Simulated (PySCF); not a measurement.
## Correlation energy of Te (tellurium, neutral)

[Kr] 4d10 5s2 5p4, high-spin 3P determinant. Computed with PySCF 2.14 in aug-cc-pVQZ-DK3, with the spin-free X2C one-electron Hamiltonian (Gaussian nucleus). Frozen: [Kr] 4d10; 6 electrons correlated.

```json
{"level": "CCSD", "correlation energy (mhartree)": "-110.75"}
{"level": "(T)", "correlation energy (mhartree)": "-4.08"}
{"level": "CCSD(T)", "correlation energy (mhartree)": "-114.83"}
```

Diagnostics: T1 = 0.0092, D1 = 0.0263, largest double amplitude 0.032.

Q: Is a single reference adequate?

A: Yes, within this model without spin-orbit coupling: T1 lies below 0.03 and no double amplitude reaches 0.07.
